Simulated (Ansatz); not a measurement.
Harmonic frequencies (cm⁻¹) at PBE0-D4/def2-TZVP from Ansatz: 27, 113, 123, 124, 140, 208, 294, 333, 369, 394, 480, 481, 510, 518, 536, 544, 629, 632, 665, 668, 1981, 1985, 2694, 2695.

(1) Which molecule is it?
A. `[Cl][Al@H-]1[Cl+][Al@@H-]([Cl])[Cl+]1`
B. `[Cl][Al@H-]1[SH+][Al@@H-]([Cl])[SH+]1`
C. `[Cl][In@H-]1[OH+][In@@H-]([Cl])[OH+]1`
D. `[Cl][Al@H-]1[OH+][Al@H-]([Cl])[OH+]1`

## Answers

(1) B.
